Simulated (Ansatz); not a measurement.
Ansatz (an electronic-structure program) input (CCSD(T)/aug-cc-pV(D+d)Z):
A basis named .json is the Basis Set Exchange file of that set.

Ansatz 0.2 input:
```yaml
crystal:
  periodic: [false, false, false]
  atoms:
    - {symbol: Si, position_ang: [-0.86542149, -0.20258069, -0.57821662]}
    - {symbol: C, position_ang: [-1.34035335, 1.59799113, -0.71983375]}
    - {symbol: C, position_ang: [-1.77066485, -1.02932094, 0.83052115]}
    - {symbol: O, position_ang: [0.76023833, -0.33040083, -0.34317248]}
    - {symbol: Si, position_ang: [2.05129113, 0.01959226, 0.59059438]}
    - {symbol: H, position_ang: [-1.16335823, -0.90420026, -1.84986879]}
    - {symbol: H, position_ang: [-2.40853551, 1.70189537, -0.92575793]}
    - {symbol: H, position_ang: [-0.79354970, 2.08651555, -1.52871823]}
    - {symbol: H, position_ang: [-1.12461351, 2.13642241, 0.20625217]}
    - {symbol: H, position_ang: [-1.47581179, -2.07607318, 0.92694719]}
    - {symbol: H, position_ang: [-1.56067703, -0.53105675, 1.78010648]}
    - {symbol: H, position_ang: [-2.85090893, -0.99814956, 0.66833709]}
    - {symbol: H, position_ang: [3.26055513, -0.56160609, -0.03149598]}
    - {symbol: H, position_ang: [1.87822455, -0.54886167, 1.94971432]}
    - {symbol: H, position_ang: [2.22070249, 1.48813767, 0.71245038]}
basis:
  gaussian:
    orbitals: aug-cc-pV_D+d_Z.json
magnetization: {spin_polarized: false}
correlation: {method: ccsd_t, electrons: outside_noble_gas}
output: {forces: true}
```

Output:

```
Functional definition: HF
integrals: 1.40 GiB planned
2224 factors; integrals over basis functions are off by at most 1.2e-3 eV
1.30 GiB of device memory are held for the factors and their scratch space
mean field: 1.48 GiB planned
mean field evaluation 1: about -19978.9694 eV, gradient 4.8e1 eV
mean field evaluation 2: about -19979.0523 eV, gradient 4.9e1 eV
mean field evaluation 4: about -19984.6203 eV, gradient 5.2e0 eV
mean field evaluation 8: about -19984.7066 eV, gradient 2.3e-1 eV
mean field evaluation 16: about -19983.2106 eV, gradient 2.6e1 eV
mean field -19984.70712359 eV, -734.4244406709 hartree, gradient 4.7e-6 eV, S^2 0.000000; 0 other end points of the search recorded, 0 dependent functions left out
13 core orbitals not correlated
reference -19984.70712359 eV, -734.4244406709 hartree; 16, 16 occupied and 194, 194 virtual orbitals, 2224 factors
densities: 10.50 GiB planned
second order -19.44288838 eV of doubles, -0.00000000 eV of singles
coupled cluster: 8.03 GiB planned
cycle   1  -20.68109291 eV  change    -1.2e0 eV  update   1.1e-1
cycle   2  -21.25938874 eV  change   -5.8e-1 eV  update   3.1e-2
cycle   3  -21.38377692 eV  change   -1.2e-1 eV  update   1.5e-2
cycle   4  -21.38064803 eV  change    3.1e-3 eV  update   3.0e-3
cycle   5  -21.37962032 eV  change    1.0e-3 eV  update   1.1e-3
cycle   6  -21.37971373 eV  change   -9.3e-5 eV  update   2.9e-4
cycle   7  -21.37964071 eV  change    7.3e-5 eV  update   1.1e-4
cycle   8  -21.37962217 eV  change    1.9e-5 eV  update   3.1e-5
cycle   9  -21.37962663 eV  change   -4.5e-6 eV  update   1.1e-5
perturbative correction -0.63214759 eV, -0.0232309954 hartree
the calculation of the forces begins
1.30 GiB of device memory are held for the factors and their scratch space
Total energy: -20006.71889781 eV, -735.2333584533 hartree
Atom 0 at    -0.865421    -0.202581    -0.578217 Å, force    -0.646307     0.055693    -0.086478 eV/Å
Atom 1 at    -1.340353     1.597991    -0.719834 Å, force     0.055460    -0.272222    -0.002995 eV/Å
Atom 2 at    -1.770665    -1.029321     0.830521 Å, force     0.118227     0.108191    -0.227055 eV/Å
Atom 3 at     0.760238    -0.330401    -0.343172 Å, force     0.119366    -0.377260    -0.591656 eV/Å
Atom 4 at     2.051291     0.019592     0.590594 Å, force     0.681219     0.231793     0.570898 eV/Å
Atom 5 at    -1.163358    -0.904200    -1.849869 Å, force    -0.018939    -0.068165    -0.120858 eV/Å
Atom 6 at    -2.408536     1.701895    -0.925758 Å, force    -0.484195     0.058998    -0.088510 eV/Å
Atom 7 at    -0.793550     2.086516    -1.528718 Å, force     0.245445     0.222387    -0.362544 eV/Å
Atom 8 at    -1.124614     2.136422     0.206252 Å, force     0.097584     0.241630     0.420733 eV/Å
Atom 9 at    -1.475812    -2.076073     0.926947 Å, force     0.131718    -0.470925     0.046184 eV/Å
Atom 10 at    -1.560677    -0.531057     1.780106 Å, force     0.095662     0.227870     0.428660 eV/Å
Atom 11 at    -2.850909    -0.998150     0.668337 Å, force    -0.492003     0.012905    -0.060980 eV/Å
Atom 12 at     3.260555    -0.561606    -0.031496 Å, force     0.086000    -0.046212    -0.052345 eV/Å
Atom 13 at     1.878225    -0.548862     1.949714 Å, force    -0.008706    -0.046190     0.114288 eV/Å
Atom 14 at     2.220702     1.488138     0.712450 Å, force     0.019468     0.121509     0.012658 eV/Å
Dipole moment:    -0.164423     0.089310     0.104792 e Å
```
